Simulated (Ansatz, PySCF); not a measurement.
Gas-phase reaction in SMILES: Br (HBr) -> Br (HBr) as doublet, charge +1 + e-
Geometries: B3LYP-D3(BJ)/def2-TZVP minima from Ansatz (a program for electronic structure). A spin state is the lowest found, not a proven ground state.
Geometry of the first species:
SMILES: Br
```xyz
2

Br     0.0000     0.0000    -0.0396
H      0.0000     0.0000     1.3852
```
Charge 0, spin multiplicity 1.

Quantity: adiabatic ionisation energy (0 K, with B3LYP-D3(BJ) harmonic zero-point energies from PySCF), in eV. Valence correlation only, unless marked. UHF or UKS for open shells. Spin-orbit coupling is left out. The frozen core is the preceding noble-gas configuration, with the filled d and f shells of earlier blocks. Non-relativistic. FCI takes restricted orbitals. CBS marks a two-point X^-3 extrapolation of the correlation energy; Hartree-Fock from the larger set (for Q and 5 zeta extrapolated as (X+1)exp(-9√X)).

```json
[
 {"level": "BLYP/def2-TZVPD", "program": "Ansatz", "adiabatic ionisation energy (eV)": "11.59", "minus last row": "-0.22"},
 {"level": "revPBE-D4/def2-TZVPD", "program": "Ansatz + dftd4", "adiabatic ionisation energy (eV)": "11.62", "minus last row": "-0.19"},
 {"level": "B97M-V/def2-TZVPD", "program": "Ansatz", "adiabatic ionisation energy (eV)": "11.70", "minus last row": "-0.11"},
 {"level": "PBE0-D4/def2-TZVPD", "program": "Ansatz + dftd4", "adiabatic ionisation energy (eV)": "11.71", "minus last row": "-0.10"},
 {"level": "LC-wPBE-D4/def2-TZVPD", "program": "Ansatz + dftd4", "adiabatic ionisation energy (eV)": "11.75", "minus last row": "-0.06"},
 {"level": "CCSD/CBS(cc-pVTZ,cc-pVQZ)", "program": "Ansatz", "adiabatic ionisation energy (eV)": "11.76", "minus last row": "-0.05"},
 {"level": "CCSD(T)/STO-3G", "program": "Ansatz", "adiabatic ionisation energy (eV)": "8.76", "minus last row": "-3.05"},
 {"level": "CCSD(T)/cc-pVQZ", "program": "Ansatz", "adiabatic ionisation energy (eV)": "11.72", "minus last row": "-0.09"},
 {"level": "FCI/cc-pVDZ", "program": "Ansatz", "adiabatic ionisation energy (eV)": "11.33", "minus last row": "-0.48"},
 {"level": "CCSD(T)/CBS(cc-pVQZ,cc-pV5Z)", "program": "Ansatz", "adiabatic ionisation energy (eV)": "11.81", "minus last row": "0.00"}
]
```
